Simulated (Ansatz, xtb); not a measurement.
# Relative energy of two structures of H3PSiSn

Structure I is a singlet given by its coordinates and structure II is a singlet given by its coordinates. Both are isolated molecules in the gas phase, relaxed with B3LYP-D3(BJ)/def2-SVP.

I (Å):

```yaml
atoms:
  - { symbol: P, position_ang: [0.4381, 0.8107, 1.2883] }
  - { symbol: Si, position_ang: [-0.9586, 1.2203, -0.4119] }
  - { symbol: Sn, position_ang: [-0.2033, -1.4093, 0.6471] }
  - { symbol: H, position_ang: [-1.4716, -0.1409, -0.9494] }
  - { symbol: H, position_ang: [-0.3365, 1.8565, -1.6086] }
  - { symbol: H, position_ang: [-2.2094, 1.9466, -0.0488] }
```

Close contacts (Å): P1–Si2 2.24, P1–Sn3 2.40, Si2–Sn3 2.93, Si2–H4 1.55, Si2–H5 1.49, Si2–H6 1.49, Sn3–H4 2.40.

II (Å):

```xyz
6

P    -0.6147    1.8851   -0.7844
Si   -0.3445   -0.1571   -1.1121
Sn   -1.5449    1.4533    1.5944
H     0.2066   -0.7179   -2.3812
H    -0.6521   -1.2735   -0.1666
H    -1.7627    3.2194    1.8232
```

Close contacts (Å): P1–Si2 2.09, P1–Sn3 2.59, Si2–H4 1.49, Si2–H5 1.49, Sn3–H6 1.79.

Estimate which is lower in electronic energy at CCSD(T)/def2-TZVP, and by roughly how much.

The CCSD(T)/def2-TZVP calculation puts structure I lower, by 1.199 eV.

The same difference at several levels:

```tsv
level	geometry	E(II) − E(I) (eV)	departure from the last row (eV)	job, with rough time for the two
B3LYP-D3(BJ)/def2-SVP	B3LYP-D3(BJ)/def2-SVP	+1.038	−0.160	optimisation, 2.1 min
HF/def2-TZVP	B3LYP-D3(BJ)/def2-SVP	+1.011	−0.188	part of the CCSD(T) run
MP2/def2-TZVP	B3LYP-D3(BJ)/def2-SVP	+1.305	+0.106	part of the CCSD(T) run
CCSD(T)/def2-TZVP	B3LYP-D3(BJ)/def2-SVP	+1.199		single point, 75 s
```

The levels shown agree on the order. The largest departure from CCSD(T)/def2-TZVP is that of HF/def2-TZVP, 0.188 eV. Levels run at GFN2-xTB geometries aren't shown.

With harmonic frequencies from B3LYP-D3(BJ)/def2-SVP (ideal gas, rigid rotor, one conformer each, 600 K, 1 atm): on the last row, ΔE + ΔZPE = +1.116, ΔH = +1.158, ΔG = +1.011 eV.

The correlated steps freeze 14 core orbitals; the filled d shell of Sn is correlated, in a basis made for valence electrons. Atoms past krypton carry core potentials in the def2 sets and no spin–orbit term is included. Run with Ansatz 0.2.0; the last row on 1 thread of Intel(R) Xeon(R) Platinum 8259CL CPU @ 2.50GHz (Skylake/Cascade Lake) on a shared host.
